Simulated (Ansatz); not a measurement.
Nudged elastic band run: CH5BOS

input.yaml

```yaml
crystal:
  periodic: [false, false, false]
  atoms:
    - { symbol: C, position_ang: [0.225559, 0.86011, -0.672754] }
    - { symbol: B, position_ang: [0.092959, -0.481394, 0.144408] }
    - { symbol: O, position_ang: [0.888826, -1.540788, -0.198616] }
    - { symbol: S, position_ang: [-1.092978, -0.686242, 1.539445] }
    - { symbol: H, position_ang: [-0.727787, 1.110455, -1.184873] }
    - { symbol: H, position_ang: [0.45917, 1.719753, -0.010052] }
    - { symbol: H, position_ang: [1.020059, 0.786759, -1.441055] }
    - { symbol: H, position_ang: [0.750348, -2.335878, 0.347424] }
    - { symbol: H, position_ang: [-1.616156, 0.567224, 1.476084] }
basis:
  gaussian: { orbitals: def2-SVP }
hamiltonian:
  xc: pbe
  dispersion: d4
neb:
  order_check: false
  images: 7
  f_tol: 0.05
  max_iterations: 60
  initial_path: idpp
  final_atoms:
    - { symbol: C, position_ang: [0.31300554, 0.98379004, -0.83513956] }
    - { symbol: B, position_ang: [-0.03144345, -0.21329664, 0.13024694] }
    - { symbol: O, position_ang: [0.40668953, -1.46534307, -0.20860078] }
    - { symbol: S, position_ang: [-1.00452112, 0.15683404, 1.64160574] }
    - { symbol: H, position_ang: [-0.15002479, 0.80364932, -1.82904394] }
    - { symbol: H, position_ang: [-0.02338577, 1.9741664, -0.47360468] }
    - { symbol: H, position_ang: [1.40947681, 1.02670275, -1.0066019] }
    - { symbol: H, position_ang: [0.16047339, -2.16129426, 0.42522906] }
    - { symbol: H, position_ang: [-1.08027013, -1.10520957, 2.15592013] }
```

Command:

```bash
$ ansatz run input.yaml --threads 1 --pin off --max-ram 2048MiB --backend cpu --events-out ev --progress --plain --runs-dir out
```

Output, in part (warnings, iteration lines, the closing report on the highest movable image, with atoms numbered from 0):

```
NEB end point (image 0): max|allowed force component| = 1.318e-2 eV/Å (the criterion of neb.relax_end_points is 1.000e-2)
NEB end point (image 8): max|allowed force component| = 1.458e-2 eV/Å (the criterion of neb.relax_end_points is 1.000e-2)
NEB iter   1: max|band force component| = 7.769e-1 eV/Å  barrier→ = 0.4204 eV  barrier← = 0.4055 eV  Δτ_max = 0.1387 Å  (242 SCF iters)
NEB iter   2: max|band force component| = 6.900e-1 eV/Å  barrier→ = 0.3835 eV  barrier← = 0.3686 eV  Δτ_max = 0.0950 Å  (204 SCF iters)
NEB iter   3: max|band force component| = 2.753e-1 eV/Å  barrier→ = 0.3434 eV  barrier← = 0.3286 eV  CI = image 4  Δτ_max = 0.1430 Å  (196 SCF iters)
NEB iter   4: max|band force component| = 1.323e-1 eV/Å  barrier→ = 0.3507 eV  barrier← = 0.3358 eV  CI = image 4  Δτ_max = 0.1118 Å  (194 SCF iters)
NEB iter   5: max|band force component| = 1.474e-1 eV/Å  barrier→ = 0.3468 eV  barrier← = 0.3320 eV  CI = image 4  Δτ_max = 0.0556 Å  (196 SCF iters)
NEB iter   6: max|band force component| = 1.112e-1 eV/Å  barrier→ = 0.3426 eV  barrier← = 0.3278 eV  CI = image 4  Δτ_max = 0.0556 Å  (196 SCF iters)
NEB iter   7: max|band force component| = 9.083e-2 eV/Å  barrier→ = 0.3391 eV  barrier← = 0.3242 eV  CI = image 4  Δτ_max = 0.0556 Å  (195 SCF iters)
NEB iter   8: max|band force component| = 2.406e-1 eV/Å  barrier→ = 0.3359 eV  barrier← = 0.3211 eV  CI = image 4  Δτ_max = 0.0278 Å  (195 SCF iters)
NEB iter   9: max|band force component| = 2.236e-1 eV/Å  barrier→ = 0.3346 eV  barrier← = 0.3197 eV  CI = image 4  Δτ_max = 0.0278 Å  (198 SCF iters)
NEB iter  10: max|band force component| = 9.517e-2 eV/Å  barrier→ = 0.3333 eV  barrier← = 0.3184 eV  CI = image 4  Δτ_max = 0.0557 Å  (200 SCF iters)
NEB iter  11: max|band force component| = 1.169e-1 eV/Å  barrier→ = 0.3313 eV  barrier← = 0.3164 eV  CI = image 4  Δτ_max = 0.0278 Å  (198 SCF iters)
NEB iter  12: max|band force component| = 5.328e-2 eV/Å  barrier→ = 0.3302 eV  barrier← = 0.3153 eV  CI = image 4  Δτ_max = 0.0559 Å  (196 SCF iters)
NEB iter  13: max|band force component| = 6.122e-2 eV/Å  barrier→ = 0.3292 eV  barrier← = 0.3143 eV  CI = image 4  Δτ_max = 0.0279 Å  (193 SCF iters)
NEB iter  14: max|band force component| = 4.837e-2 eV/Å  barrier→ = 0.3287 eV  barrier← = 0.3138 eV  CI = image 4  Δτ_max = 0.0000 Å  (391 SCF iters)
Total energy: -14663.80385451 eV, -538.8848521700 hartree
Atom 0 at     0.574058     0.924352    -0.604823 Å, force    -0.026744    -0.005418    -0.005113 eV/Å
Atom 1 at     0.050794    -0.364959     0.117176 Å, force     0.002719    -0.001390     0.000647 eV/Å
Atom 2 at     0.192842    -1.582242    -0.471388 Å, force     0.001293     0.005348     0.003461 eV/Å
Atom 3 at    -0.749806    -0.293585     1.837630 Å, force    -0.000044     0.000325     0.001789 eV/Å
Atom 4 at    -0.259743     1.643874    -0.753862 Å, force     0.009547     0.001399     0.000203 eV/Å
Atom 5 at     1.301044     1.455574     0.045626 Å, force     0.008907    -0.002418     0.002035 eV/Å
Atom 6 at     1.047236     0.713889    -1.583822 Å, force     0.003964     0.002944    -0.000896 eV/Å
Atom 7 at    -0.157401    -2.283829     0.113442 Å, force     0.001756     0.000690    -0.000661 eV/Å
Atom 8 at    -1.999024    -0.213075     1.300033 Å, force    -0.001398    -0.001481    -0.001465 eV/Å
Dipole moment:    -0.150306    -0.100759    -0.113066 e Å
```

It converged. A vibrational analysis at the climbing image gives one clearly imaginary mode, 314i cm⁻¹: a first-order saddle point.

Final band (atoms are numbered from 1 in the order of the input):

```tsv
image	path coordinate (Å)	energy (kcal/mol)	dihedral O3–B2–S4–H9 (°)
0	0.00	0.0	-180
1	0.47	0.2	-171
2	0.94	2.7	-144
3	1.40	6.1	-116
4	1.87	7.6	-88
5	2.58	4.4	-44
6	3.30	0.6	-5
7	4.01	0.4	-2
8	4.72	0.3	0
```

Time of the run: 3.8 min on 1 thread of Arm Neoverse V1, on a shared host, peak memory 0.11 GiB.
